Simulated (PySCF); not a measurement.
C2H10AsPSi3.
Bonds: C1–C2 (triple), C2–Si3, Si3–As4, As4–Si5, As4–Si6, Si6–P7. Hydrogens: H8 on C1; H9, H10 on Si3; H11, H12, H13 on Si5; H14, H15 on Si6; H16, H17 on P7.

Level of theory: core-valence-separated Tamm–Dancoff BHandHLYP/aug-pcX-1 (pcseg-1 on H, def2-SVPD on Si, def2-SVPD on P, def2-SVPD on As) in PySCF, non-relativistic, gas phase, PBE0-D3(BJ)/def2-SVP geometry.

Computed carbon K-edge spectrum, Gaussian lines of 0.5 eV full width, highest printed point 100; it ends one width below the last computed root. No empirical shift is added; at this level the pattern usually sits a few eV under experiment.

(photon energy (eV), absorption): (282.2, 0), (282.3, 2), (282.4, 6), (282.5, 15), (282.6, 32), (282.7, 55), (282.8, 79), (282.9, 96), (283.0, 100), (283.1, 90), (283.2, 71), (283.3, 47), (283.4, 26), (283.5, 12), (283.6, 5), (283.7, 1), (283.8, 0), (283.9, 0), (284.0, 0), (284.1, 0), (284.2, 0), (284.3, 0), (284.4, 0), (284.5, 0), (284.6, 0), (284.7, 0), (284.8, 0), (284.9, 0), (285.0, 0), (285.1, 0), (285.2, 0), (285.3, 0), (285.4, 0), (285.5, 1), (285.6, 2), (285.7, 5), (285.8, 8), (285.9, 12), (286.0, 15), (286.1, 15), (286.2, 13), (286.3, 11), (286.4, 9), (286.5, 8)

Question: Where are the maxima, and which lines make them up?

Answer: 2 maxima:
- 283.0 eV: C2 (alkyne carbon), 282.86 eV, f = 0.106, sum of 2, 1s→π*, 52 % of the height at the exact maximum; C1 (terminal alkyne carbon), 283.07 eV, f = 0.050, 1s→π*, 26 % of the height at the exact maximum; C1 (terminal alkyne carbon), 283.15 eV, f = 0.052, 22 % of the height at the exact maximum
- 286.1 eV: C1 (terminal alkyne carbon), 286.12 eV, f = 0.012, 45 % of the height at the exact maximum; C2 (alkyne carbon), 285.95 eV, f = 0.013, 44 % of the height at the exact maximum

Roots within 0.03 eV on the same or equivalent atoms count as one line; shares under 12 % aren't listed.

Vibrational structure and lifetime widths aren't in the curve. The ionisation threshold wasn't computed; near and above it a finite basis only mimics Rydberg series and continuum. Relativistic effects, spin–orbit coupling among them, are left out although an element past zinc is present.

Shape of the structure used: `[CH:1]#[C:2][SiH2:3][As:4]([SiH3:5])[SiH2:6][PH2:7]`: C2–Si3–As4–Si5 -35°, Si3–As4–Si6–P7 -155°, H–P7–Si6–As4 -72°, H–P7–Si6–As4 -166°.

One conformer stands for the species.
